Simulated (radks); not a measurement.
Results of a calculation; reference values are marked as such.
Spherical quantum dot in the effective-mass picture: electrons in a hard-walled sphere of radius 2.69, with a point charge +1 (a donor) at the centre, all in effective atomic units (hartree* = m*/eps^2 hartree, bohr* = eps/m* bohr), one dielectric constant everywhere. Level of theory: non-relativistic Kohn-Sham, LDA (Slater exchange, Perdew-Wang correlation), spin-polarised, spherical densities (a radial shooting solver with Libxc functionals). Levels are named by radial order and angular momentum (1s, 1p, 1d, 2s, ...), and open shells are averaged over m.

N = 15, configuration 1s2 1p6 1d(up 5, down 2). This is the lowest configuration that the search found. Occupied and some empty levels:

level    occupation  eigenvalue (hartree*)  <r> (bohr*)
1s up             1                 7.3513        1.515
1s down           1                 7.4081        1.500
1p up             3                 7.9045        1.747
1p down           3                 7.9724        1.744
1d up             5                 8.6436        1.853
1d down           2                 8.7146        1.852
2s up             0                 9.0521        1.190
2s down           0                 9.0834        1.199
1f up             0                 9.5905        1.927
1f down           0                 9.6625        1.927
2p up             0                 10.712        1.388
2p down           0                 10.753        1.387

Energy (hartree*): total 67.7060, kinetic 27.200, external -9.2917, Hartree 57.824, exchange-correlation -8.0264.

Electron density:

r (bohr*)  n(r) (e/bohr*^3)
0.140                0.2050
0.341                0.1618
0.542                0.1524
0.743                0.1685
0.944                0.2052
1.15                 0.2564
1.35                 0.3114
1.55                 0.3526
1.75                 0.3570
1.95                 0.3076
2.15                 0.2084
2.35                0.09415
2.55                0.01573
